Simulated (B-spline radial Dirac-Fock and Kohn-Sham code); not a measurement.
**Energy-loss ionisation edge L3 of As**

System: the As atom, configuration [Ar] 3d10 4s2 4p3. Calculated with a radial B-spline solver, using the first Born approximation with generalised oscillator strengths from a Dirac-Hartree-Slater potential (longitudinal and transverse terms; continuum final states only, so no white lines or fine structure). The edge is taken at 1323.6 eV (tabulated value).

The run's input, task.json:

```json
{"items": [{
  "Z": 33,
  "q": 0,
  "cfg": [[1, 0, 2], [2, 0, 2], [2, 1, 6], [3, 0, 2], [3, 1, 6], [3, 2, 10], [4, 0, 2], [4, 1, 3]],
  "A": 75,
  "rrms": 4.0968,
  "do": "eels",
  "beams": [[60, 10], [60, 50], [60, 100], [80, 20], [80, 50], [80, 100], [100, 50], [100, 100], [120, 5], [200, 5], [200, 20], [200, 100], [300, 50], [300, 100]],
  "edges": {"L3": 1323.6}
}]}
```

Launch: `python xray2_run.py task.json out`

Partial cross sections σ(β, Δ) in barn, integrated over a window Δ above the edge and up to the collection semi-angle β, for parallel illumination:

```csv
E₀ (kV),β (mrad),Δ = 25 eV,Δ = 50 eV,Δ = 100 eV,Δ = 200 eV,Δ = 300 eV
60,10,44.3,91.7,179,315,413
60,50,228,477,950,1730,2340
60,100,299,627,1260,2320,3180
80,20,116,240,475,854,1140
80,50,211,442,881,1610,2180
80,100,260,545,1090,2030,2780
100,50,197,412,824,1510,2050
100,100,233,489,981,1820,2500
120,5,24.8,51.3,100,176,230
200,5,36.2,75.1,147,262,344
200,20,115,240,478,870,1170
200,100,170,356,715,1330,1830
300,50,142,297,596,1100,1510
300,100,?,?,?,?,?
```

Q: Give the row for 300 kV and 100 mrad.

A: 147 b for 25 eV, 308 b for 50 eV, 618 b for 100 eV, 1150 b for 200 eV, 1580 b for 300 eV.
